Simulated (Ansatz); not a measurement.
AlClH$_{5}$NOSi (`N[SiH](Cl)[AlH][OH]`), 10 atoms. Total charge 0; spin multiplicity 1. All runs use 4 threads of an Intel Xeon on a shared host. Correlated methods freeze the cores.

How many basis functions does each run have, and how long does it take in Ansatz? RHF-CCSD(T)/def2-SVP energy; RKS PBE0-D4/def2-SVP energy; RKS PBE0-D4/def2-TZVP relaxation (12 steps); RHF-MP2/def2-QZVPP energy; RKS ωB97M-V/def2-QZVPP energy; RKS PBE0-D4/def2-QZVPP energy; RKS ωB97X-V/def2-TZVPP energy; RKS PBE-QIDH (frozen core)/def2-TZVPP energy; RKS B97M-V/def2-TZVPP energy; RKS ωB97M-V/def2-SVP energy; direct RPA on PBE orbitals/def2-TZVPP energy; RKS PBE0-D4/def2-TZVP frequencies. (An estimate is asked.)

The calculation gave: Other jobs shared the machine, so times are rough.

| level | job | functions | wall time | peak host memory (GiB) |
| --- | --- | --- | --- | --- |
| RKS PBE0-D4/def2-SVP | energy | 107 | 1.4 s | 0.23 |
| RHF-CCSD(T)/def2-SVP | energy | 107 | 4.1 s | 0.45 |
| RKS ωB97M-V/def2-SVP | energy | 107 | 4.6 s | 0.36 |
| direct RPA on PBE orbitals/def2-TZVPP | energy | 258 | 6 s | 0.65 |
| RKS PBE-QIDH (frozen core)/def2-TZVPP | energy | 258 | 6.5 s | 0.67 |
| RKS B97M-V/def2-TZVPP | energy | 258 | 7 s | 0.47 |
| RKS ωB97X-V/def2-TZVPP | energy | 258 | 8.5 s | 0.88 |
| RKS PBE0-D4/def2-QZVPP | energy | 474 | 11 s | 1.9 |
| RKS ωB97M-V/def2-QZVPP | energy | 474 | 20 s | 2.3 |
| RHF-MP2/def2-QZVPP | energy | 474 | 20 s | 2.7 |
| RKS PBE0-D4/def2-TZVP | relaxation (12 steps) | 203 | 46 s | 0.6 |
| RKS PBE0-D4/def2-TZVP | frequencies | 203 | 2.5 min | 0.61 |
